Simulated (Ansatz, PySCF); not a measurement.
Cl₂Y, charge +1, singlet, at a GFN2-xTB geometry (such geometries of metal compounds can be far from the true shape) (the multiplicity is a formal guess) (core potentials on Y), atoms displaced at random by about 0.03 Å a coordinate. Base run: R2SCAN/def2-SVP, gradient (PySCF).

The PySCF input:
```python
from pyscf import gto, scf, dft

mol = gto.Mole()
mol.atom = '''
    Y     0.530895    0.158469    0.609537
    Cl    0.634493    0.109282   -1.912996
    Cl   -1.871447   -0.444962    0.502965
'''
mol.basis = 'def2-svp'
mol.ecp = {'Y': 'def2-svp'}
mol.charge = 1
mol.spin = 0
mol.verbose = 4
mol.build()

mf = dft.RKS(mol)
mf.xc = 'r2scan'
mf.kernel()
g = mf.nuc_grad_method()
grad = g.kernel()
```

Programs used: Ansatz (a first-principles code), PySCF; a row that names a program was run with it.

The coordinate followed is y of atom 1.

Variants of this job, named by their change:

```
change                                                  dE/dx (Eh/bohr)  net force (Eh/bohr)
------------------------------------------------------  ---------------  -------------------
base                                                           0.011952             0.000559
finite difference step (bohr) = 0.2; conv_tol = 1e-11          0.012038                    -
finite difference step (bohr) = 0.01; conv_tol = 1e-11         0.011951                    -
grids.level = 0; grid_response = off                           0.011786             0.029565
conv_tol = 1e-4                                                0.011962             0.000558
grids.level = 5; grid_response = off                           0.011962             0.000074
conv_tol = 1e-11                                               0.011952             0.000559
finite difference step (bohr) = 0.05; conv_tol = 1e-11         0.011957                    -
finite difference step (bohr) = 1e-5; conv_tol = 1e-11         0.011950                    -
conv_tol = 1e-6                                                0.011954             0.000559
code = ansatz                                                  0.011954             0.000000
grids.level = 1; grid_response = off                           0.011997             0.004742
```

The net force is zero for an exact gradient.
